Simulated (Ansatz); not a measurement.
Calculated with Ansatz (gas phase, PBE0-D4/def2-TZVP geometries, no zero-point term in ΔE). CCSD(T)/CBS adds triple-zeta CCSD(T) − MP2 to the extrapolated MP2 energy (def2 sets, frozen cores). This one scheme is used for every species. One conformer a species, not always the lowest.

`C[SiH](O)C(N)=O` + `O[SiH](F)F` → `C[SiH](O)[Si](O)(F)F` + `NC=O`  (formal exchange of groups at the Si–C bond)

`C[SiH](O)C(N)=O`:

```xyz
13

C     0.390    0.595   -1.717
Si    0.860    0.233    0.044
O     1.313    1.573    0.867
C    -0.655   -0.350    1.085
N    -1.324   -1.489    0.810
O    -0.985    0.390    2.003
H     1.233    1.041   -2.251
H    -0.449    1.293   -1.760
H     0.107   -0.320   -2.246
H     1.925   -0.809    0.072
H     0.707    1.716    1.609
H    -2.102   -1.758    1.393
H    -1.020   -2.117    0.089
```

`O[SiH](F)F`:

Z-matrix (Å, degrees):
```
Si
F 1 1.584
F 1 1.584 2 105.5
O 1 1.614 2 111.2 3 -120.7
H 1 1.463 2 110.2 3 118.9
H 4 0.958 1 120.9 2 58.5
```

`C[SiH](O)[Si](O)(F)F`:

Cartesian coordinates in Å:
```
C 0.358 0.364 2.060
Si 0.566 -0.506 0.434
O 2.028 -0.061 -0.193
Si -1.093 0.096 -1.110
O -0.490 -0.191 -2.595
F -1.523 1.628 -1.000
F -2.461 -0.701 -0.916
H 0.358 1.448 1.925
H -0.584 0.075 2.532
H 1.175 0.100 2.736
H 0.481 -1.984 0.617
H 2.193 -0.277 -1.112
H -1.008 0.009 -3.378
```

`NC=O`:

```xyz
6

N    -0.598   -0.263   -0.227
C     0.572    0.251    0.211
O     1.519    0.507   -0.489
H    -0.715   -0.457   -1.207
H    -1.352   -0.456    0.406
H     0.574    0.418    1.306
```

```
               species  CCSD/def2-TZVPP energy (Eh)
     `C[SiH](O)C(N)=O`                   -574.30015
          `O[SiH](F)F`                   -565.04756
`C[SiH](O)[Si](O)(F)F`                   -969.71972
                `NC=O`                   -169.62220
```

Work out ΔE.

ΔE = (-969.71972) + (-169.62220) − (-574.30015) − (-565.04756) = 0.00579 Eh = +0.16 eV. CCSD(T)/CBS gives +0.17 eV.

Largest T1 diagnostic among the species: 0.016.
